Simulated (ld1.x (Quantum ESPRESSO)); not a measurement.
# Mo, TM: configuration errors across variants

molybdenum, norm-conserving Troullier–Martins (Kleinman–Bylander form), made with ld1.x (Quantum ESPRESSO) 7.5 (LDA (PZ), scalar-relativistic). Core [Ar] 3d10, reference 4s2 4p6 4d5 5s1 5p0. Waves: 4s (bound): rc 1.25 bohr; 4d (bound): rc 2.50 bohr; 4p (bound): rc 1.55 bohr. Local part: the p channel. Core correction: none.

Occupied shells without a wave of their own: 5s. They enter only through the test configuration that unscreens the potential.

All-electron excitation energies from the reference (eV): (1) 4s2 4p6 4d5 5s0 5p0 7.186; (2) 4s2 4p6 4d4 5s0 5p0 22.889; (3) 4s2 4p6 4d3 5s0 5p0 49.850; (4) 4s2 4p6 4d5 5s0 5p1 3.245; (5) 4s2 4p6 4d6 5s0 5p0 0.822; (6) 4s2 4p6 4d5 5s0.5 5p0 2.864; (7) 4s2 4p5 4d5 5s1 5p0 44.091; (8) 4s2 4p6 4d5 5s1 5p0 spin -3.924; (9) 4s2 4p6 4d5 5s0 5p0 spin 3.795.

Spin tests fill each open shell by Hund’s rule, majority spin first.

For the base: The 5s level has no wave, so the channel is fitted at the deeper level alone: the likely source of the large errors.

Errors AE − PS in meV (a dash: test not solved or not reliable):

```csv
change,(1),(2),(3),(4),(5),(6),(7),(8),(9),bound ghosts
base,-90,-136,-162,-44,-58,-40,-79,+204,+123,none
wave 4d (bound): rc 2.50 bohr becomes 4d (bound): rc 1.58 bohr,-91,-132,-171,-44,-59,-40,-13,+149,+56,none
wave 4d (bound): rc 2.50 bohr becomes 4d (bound): rc 1.98 bohr,-91,-133,-171,-44,-59,-40,-24,+160,+69,none
wave 4d (bound): rc 2.50 bohr becomes 4d (bound): rc 2.70 bohr,-89,-138,-148,-44,-56,-40,-115,+233,+155,none
wave 4d (bound): rc 2.50 bohr becomes 4d (bound): rc 3.00 bohr,-88,-140,-107,-44,-50,-39,-180,+286,+212,none
wave 4d (bound): rc 2.50 bohr becomes 4d (bound): rc 3.46 bohr,-88,-138,+55,-45,-33,-39,-301,+397,+320,none
wave 4d (bound): rc 2.50 bohr becomes 4d (bound): rc 3.74 bohr,-90,-128,+212,-46,-17,-39,-360,+464,+376,none
```

**Question.** Give the same row for: wave 4d (bound): rc 2.50 bohr becomes 4d (bound): rc 2.34 bohr.

**Answer.** -90, -135, -167, -44, -59, -40, -60, +189, +105; bound ghosts: none.
